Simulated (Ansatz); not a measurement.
Computed with Ansatz on PBE0-D4/def2-TZVP structures; ΔE is electronic, products minus reactants. CCSD(T)/CBS adds triple-zeta CCSD(T) − MP2 to the extrapolated MP2 energy (def2 sets, frozen cores). Elements past krypton have def2 core potentials. For Br, In outer-core shells are correlated without core-valence functions, which leaves a few kJ/mol of doubt a bond. Scalar relativity is left out up to krypton. One conformer a species, not always the lowest.

Reaction (formal exchange of groups at the In–C bond): `[CH3][In]([CH3])[NH2]` + `FC1C=C1Br` → `[CH3][In]([NH2])[Br]` + `CC1=CC1F`

```tsv
level	ΔE (kJ/mol)
CCSD/def2-TZVPP	-206.0
CCSD(T)/def2-TZVPP	-200.0
```

Task: What does CCSD(T)/CBS give? (Estimate.)

Result: Ansatz gave: -208.4 kJ/mol. The listed levels differ from it by 2.4, 8.4 kJ/mol.

Largest T1 diagnostic among the species: 0.013.

From PBE to PBE0 (25 % exact exchange), in def2-TZVPP and without D4, ΔE moves by −13.6 kJ/mol. In def2-TZVPP, CCSD(T) changes the Hartree–Fock value by +46.8 kJ/mol (the triples alone add +6.0 kJ/mol) and MP2 by +47.8 kJ/mol.
